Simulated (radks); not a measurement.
Values are calculated unless marked as measured or tabulated.
Task: Radial electron density D(r) = 4 pi r^2 rho(r) of an atom or ion with 50 electrons. Level of theory: scalar-relativistic Kohn-Sham, r2SCAN, spin-unpolarised, spherical densities, finite nucleus; meta-GGA in the generalised Kohn-Sham scheme; Fermi nuclear charge, rms radius of each element as measured or else 0.836 A^(1/3) + 0.57 fm (a radial shooting solver on a logarithmic mesh with Libxc functionals).

| r (bohr) | D(r) (e/bohr) |
|---|---|
| 0.001911 | 5.853 |
| 0.002207 | 7.398 |
| 0.002528 | 9.187 |
| 0.00292 | 11.49 |
| 0.003345 | 14.12 |
| 0.003864 | 17.42 |
| 0.004462 | 21.32 |
| 0.005112 | 25.58 |
| 0.005904 | 30.67 |
| 0.006764 | 35.98 |
| 0.007812 | 42.01 |
| 0.009021 | 48.23 |
| 0.01034 | 54.01 |
| 0.01194 | 59.61 |
| 0.01368 | 64.02 |
| 0.01579 | 67.32 |
| 0.01824 | 68.85 |
| 0.0209 | 68.56 |
| 0.02413 | 66.65 |
| 0.02765 | 63.94 |
| 0.03193 | 61.18 |
| 0.03688 | 59.89 |
| 0.04225 | 61.14 |
| 0.04879 | 65.67 |
| 0.0559 | 72.51 |
| 0.06456 | 80.73 |
| 0.07456 | 87.19 |
| 0.08542 | 89.19 |
| 0.09865 | 85.68 |
| 0.1139 | 77.58 |
| 0.1305 | 69.05 |
| 0.1507 | 63.47 |
| 0.1727 | 63.94 |
| 0.1995 | 69.30 |
| 0.2304 | 74.42 |
| 0.2639 | 73.46 |
| 0.3048 | 63.74 |
| 0.3492 | 48.98 |
| 0.4033 | 33.91 |
| 0.4657 | 25.32 |
| 0.5336 | 24.25 |
| 0.6162 | 26.96 |
| 0.706 | 28.35 |
| 0.8153 | 25.88 |
| 0.9416 | 20.19 |
| 1.079 | 14.18 |
| 1.246 | 9.143 |
| 1.427 | 6.177 |
| 1.648 | 4.422 |
| 1.904 | 3.296 |
| 2.181 | 2.367 |
| 2.519 | 1.462 |
| 2.886 | 0.7831 |
| 3.333 | 0.3272 |
| 3.849 | 0.1070 |
| 4.41 | 0.02907 |
| 5.093 | 0.005473 |
| 5.835 | 0.0008314 |

What is the nuclear charge?

Result: Z = 53. The innermost maximum, from 1s, lies near gamma/Z bohr with gamma = sqrt(1 - (Z/c)^2) = 0.922, here 0.0174 bohr (found: 0.0190), and its height grows with Z. The density is that of the iodine ion I3+ in [Kr] 4d10 5s2 5p2; the configuration itself is not fixed sharply by these data, and Z only to a few units. D(r) has 4 maxima, at r = 0.0190, 0.0841, 0.244, 0.700 bohr, and minima at 0.0372, 0.159, 0.509 bohr, inside which lie 1.99, 11.17, 28.92 electrons.
